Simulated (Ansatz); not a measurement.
InH2F⁺. Total charge 1; doublet. Geometry PBE0-D4/def2-TZVP, that of the neutral singlet; atoms count from 1.

```xyz
4

In   -0.1263    0.0164    0.1450
H     0.1420    1.4599    1.0068
H    -1.1726   -1.3262    0.1765
F     1.1569   -0.1501   -1.3284
```

In the def2 sets In takes a core potential; there is no spin–orbit coupling.

Problem. Estimate the Mulliken populations from the PBE0/def2-TZVP orbitals of Ansatz.

Solution. 
| atom | charge (e) | spin (α − β) |
| --- | --- | --- |
| In1 | 0.88 | 0.04 |
| H2 | 0.19 | 0.34 |
| H3 | 0.19 | 0.34 |
| F4 | -0.27 | 0.29 |
Mulliken values and Mayer orders depend strongly on the basis.

Problem. Where does the spin sit?

Solution. Summed by element: In 0.04, H 0.68, F 0.29, of 1 unpaired in all. Largest on single atoms: H2 0.34, H3 0.34, F4 0.29.

Problem. And the Mayer bond orders between bonded heavy atoms (over 0.3)?

Solution. In1–F4 0.93 (1.96 Å).
